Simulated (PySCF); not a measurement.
Molecule: SMILES C[Si](C)(C)OBN, C3H12BNOSi.

Geometry (Å), atoms numbered from 1 in this order:
```xyz
19

C    -1.248    1.235   -1.391
Si   -0.550   -0.075   -0.195
C     0.532   -1.316   -1.172
C    -1.957   -1.019    0.676
O     0.267    0.709    0.961
B     1.392    1.067    1.597
N     2.643    0.616    1.174
H    -1.874    1.949   -0.865
H    -1.856    0.775   -2.165
H    -0.458    1.794   -1.883
H    -0.049   -1.857   -1.913
H     1.339   -0.815   -1.702
H     0.980   -2.055   -0.512
H    -1.577   -1.808    1.319
H    -2.625   -1.477   -0.045
H    -2.551   -0.354    1.297
H     1.320    1.776    2.532
H     2.752    0.007    0.381
H     3.510    0.857    1.617
```

Frames of a GFN2-xTB Langevin trajectory at 300 K; GIAO PBE0/pcSseg-1 shieldings in PySCF, gas phase, non-relativistic; equivalent atoms averaged within each frame.

δ = σ(ref) − σ, references computed at the same level: ¹³C (186.93 ppm), ²⁹Si (349.16 ppm), ¹H (31.72 ppm) against TMS; ¹⁷O (336.08 ppm) vs H2O; ¹¹B (100.07 ppm) vs BF3·OEt2; NH3 for ¹⁵N (267.73 ppm). The references are static minima.

How do the shifts (ppm) fluctuate along the trajectory?

## Answers


```csv
time (fs),C1/C3/C4,Si2,O5,B6,N7,H17,H18/H19,H8/H9/H10/H11/H12/H13/H14/H15/H16
250,1.0,7.8,129.3,23.3,86.0,4.63,2.49,-0.11
425,6.1,10.2,149.8,26.1,90.8,4.50,3.36,0.42
625,6.6,1.5,139.8,19.1,85.4,4.16,2.72,0.40
800,4.4,13.5,165.5,24.1,88.1,5.38,3.57,0.35
1000,7.2,-8.4,123.5,24.2,91.5,4.85,3.19,0.62
mean of frames,5.0,4.9,141.6,23.4,88.3,4.70,3.06,0.33
standard deviation,2.5,8.6,16.7,2.6,2.7,0.45,0.45,0.27
```

5 frames give an uncertainty of the mean of about the standard deviation over 2.2 at best, since frames this close in time may not be independent; classical motion lacks zero-point vibration, and the reference would need the same averaging.
